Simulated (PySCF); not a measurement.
# Basis-set dependence of IF⁺ at PBE0

PySCF, UKS reference; doublet, unpaired electrons π ↑; De to I⁺ + F without counterpoise correction.

| basis | relativity | functions | Re (Å) | ωe (cm⁻¹) | De (eV) | μ (D) |
| --- | --- | --- | --- | --- | --- | --- |
| cc-pVDZ-PP/cc-pVDZ | scalar-relativistic core potentials | 37 | 1.889 | 707 | 2.35 | -2.22 |
| def2-SVP | scalar-relativistic core potentials | 40 | 1.877 | 715 | 2.42 | -2.24 |
| x2c-SVPall | spin-free X2C | 50 | 1.878 | 714 | 2.40 | -2.18 |

How does each smaller set differ from the one with most functions, x2c-SVPall?

cc-pVDZ-PP/cc-pVDZ: +1.1 pm, -1.0 % in ωe, -0.05 eV in De; def2-SVP: -0.1 pm, +0.1 % in ωe, +0.02 eV in De. All at PBE0; the set with most functions is neither the basis-set limit nor always the best. The rows treat relativity differently, so the differences are not basis effects alone.

A positive dipole points towards F; it is taken about the centre of mass and depends on that origin. Spin–orbit coupling is left out, which matters for elements this heavy, above all for dissociation energies. For an ion De counts to the pair picked by the measured ionisation energies or electron affinities, which need not be the lowest pair at this level. The state is the lowest determinant that a PBE0 search found; another state may lie lower at other levels.
